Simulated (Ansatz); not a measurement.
A made-up structure of LiInHCl, singlet:

| atom | x (Å) | y (Å) | z (Å) |
| --- | --- | --- | --- |
| Li1 | -1.1386 | 0.0945 | -1.0514 |
| In2 | -0.0228 | 0.9440 | 0.1705 |
| Cl3 | 0.1035 | -1.5469 | -0.2167 |
| H4 | 1.0579 | 0.5084 | 1.0977 |

It is relaxed with PBE-D4/def2-SVP and then PBE0-D4/def2-TZVP (Ansatz 0.2.0). Atoms count as bonded within 1.22 times the sum of their covalent radii (H–H: 0.88 Å). The end point is not checked to be a true minimum.

(1) Does its bonding change? (A judgement: the text doesn't fix the answer.)

## Answers

(1) Computed: No: no bond forms or breaks.

Where it ends: The first stage lowers the energy by 3.15 eV in 7 steps. It ends as LiInHCl ([Li]1[Cl][InH]1):
Li1  (-1.445, -0.217, -1.403)
In2  (0.141, 1.000, 0.335)
Cl3  (-0.145, -1.621, -0.466)
H4  (1.450, 0.839, 1.533)
(Å)

Labels in which every atom is bracketed show which atoms are joined, not bond orders.

For scale, one of the runs: PBE0-D4/def2-TZVP relaxation, 107 basis functions, launched by `ansatz run in.yaml --threads 2 --pin off --events-out ev --progress --plain --max-ram 4352MiB`. Hardware: 2 CPU threads of an Arm Neoverse V2, shared host. Wall time about 9.5 s.
